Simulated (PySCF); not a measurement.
Species: `C#C[SiH2]N[C@@H]1CCS[SiH2]1`. The columns A, B, C and D hold Mulliken, IAO, Hirshfeld and ESP-fitted charges (e) of one PBE0/pcSseg-1 density (PySCF), in a shuffled order. Coordinates in Å (GFN2-xTB); the density's dipole moment is (1.85, 0.52, 0.08) D.

| atom | x | y | z | A | B | C | D |
| --- | --- | --- | --- | --- | --- | --- | --- |
| C1 | 3.481 | 1.419 | -0.461 | -0.193 | -0.344 | -0.196 | -0.085 |
| C2 | 2.964 | 0.337 | -0.551 | -0.355 | -0.188 | -0.191 | -0.159 |
| Si3 | 2.094 | -1.303 | -0.667 | +0.900 | +0.635 | +0.767 | +0.387 |
| N4 | 0.510 | -1.319 | 0.012 | -0.663 | -0.790 | -0.639 | -0.238 |
| C5 | -0.565 | -0.485 | -0.469 | -0.256 | -0.032 | -0.304 | -0.061 |
| C6 | -0.568 | 0.919 | 0.151 | -0.267 | -0.371 | -0.192 | -0.082 |
| C7 | -1.832 | 1.654 | -0.245 | -0.326 | -0.300 | -0.292 | -0.067 |
| S8 | -3.313 | 0.635 | 0.142 | -0.221 | -0.313 | -0.295 | -0.120 |
| Si9 | -2.297 | -1.228 | -0.129 | +0.678 | +0.510 | +0.654 | +0.310 |
| H10 | 3.948 | 2.360 | -0.389 | +0.202 | +0.301 | +0.065 | +0.097 |
| H11 | 2.838 | -2.296 | 0.105 | -0.119 | -0.102 | -0.096 | -0.070 |
| H12 | 1.925 | -1.603 | -2.092 | -0.131 | -0.102 | -0.092 | -0.073 |
| H13 | 0.424 | -1.504 | 1.000 | +0.254 | +0.388 | +0.202 | +0.112 |
| H14 | -0.420 | -0.379 | -1.550 | +0.140 | +0.182 | +0.146 | +0.041 |
| H15 | -0.523 | 0.828 | 1.240 | +0.134 | +0.166 | +0.121 | +0.035 |
| H16 | 0.311 | 1.481 | -0.177 | +0.151 | +0.190 | +0.157 | +0.036 |
| H17 | -1.853 | 1.858 | -1.315 | +0.148 | +0.155 | +0.153 | +0.039 |
| H18 | -1.954 | 2.588 | 0.299 | +0.164 | +0.211 | +0.163 | +0.048 |
| H19 | -2.327 | -1.984 | 1.118 | -0.123 | -0.090 | -0.068 | -0.076 |
| H20 | -2.848 | -1.968 | -1.255 | -0.117 | -0.106 | -0.064 | -0.074 |

**Question.** Which column most likely holds the ESP-fitted charges?

**Answer.** B. Σ q r misses the density's dipole by 0.05 D (B), 1.64 D (D), 2.25 D (A), 4.03 D (C). Charges fitted to the outside potential are the only set here that is tied to the molecule's multipoles.

**Question.** And the Hirshfeld charges?

**Answer.** D. The mean sizes are 0.111 e (D), 0.243 e (C), 0.274 e (B), 0.277 e (A), and Hirshfeld charges are commonly the smallest of these schemes.

As computed, A = IAO, B = ESP-fitted, C = Mulliken, D = Hirshfeld. Hydrogens on carbon: IAO +0.13 to +0.20, ESP-fitted +0.16 to +0.30, Mulliken +0.07 to +0.16, Hirshfeld +0.04 to +0.10 e.

The IAO scheme projects the occupied orbitals on a minimal set of polarised atomic orbitals and counts the electrons in each atom's part of it. The Mulliken scheme gives each basis function's population to the atom it is centred on and halves the overlap population of two atoms between them.

Geometry: GFN2-xTB, one conformer, isolated molecule.
